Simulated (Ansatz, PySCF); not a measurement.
Reaction (SMILES): ClCCl + 2 [H][H] (H2) -> C (CH4) + 2 Cl (HCl)
Structures are relaxed separately at B3LYP-D3(BJ)/def2-TZVP in Ansatz (a first-principles code).
Geometry of the first species:
```xyz
5

C      0.0039     0.0052     0.7673
Cl    -0.0175     1.4825    -0.2263
Cl     0.0153    -1.4855    -0.2061
H     -0.8904    -0.0005     1.3784
H      0.9045     0.0193     1.3690
```
Charge 0, spin multiplicity 1.

Wanted: energy of full hydrogenation (enthalpy at 298 K, with B3LYP-D3(BJ) rigid-rotor harmonic-oscillator terms from PySCF), in kcal/mol. Correlated levels leave the core frozen unless marked. Spin-orbit coupling is left out. Non-relativistic. CBS(X,Y): correlation extrapolated as X^-3; Hartree-Fock from the larger set. The bracket is a focal-point correction in the basis named.

From measured enthalpies of formation at 298 K: -39.2 kcal/mol (ClCCl -22.6, ATcT 1.112; [H][H] (H2) 0.0, ATcT 1.112; C (CH4) -17.8, ATcT 1.112; Cl (HCl) -22.0, ATcT 1.112). It holds spin-orbit effects, which the calculations lack, and core correlation, which the frozen-core levels lack.

```csv
level,program,energy of full hydrogenation (kcal/mol),error against measurement
HF/STO-3G,Ansatz,-27.5,11.7
HF/aug-cc-pV(D+d)Z,Ansatz,-50.2,-11.0
PBE-D4/def2-TZVPD,Ansatz + dftd4,-36.0,3.2
BP86-D4/def2-TZVPD,PySCF + dftd4,-35.4,3.8
TPSS/def2-TZVPD,PySCF,-33.9,5.3
r2SCAN/def2-TZVPD,Ansatz,-38.1,1.1
BHLYP-D4/def2-TZVPD,Ansatz + dftd4,-41.7,-2.5
SCS-MP2/STO-3G,Ansatz,-17.5,21.7
CCSD/6-31G*,Ansatz,-31.0,8.2
"RI-MP2/CBS(aug-cc-pV(T+d)Z,aug-cc-pV(Q+d)Z)+[CCSD(T)-MP2]/aug-cc-pV(T+d)Z",Ansatz,-39.5,-0.3
```
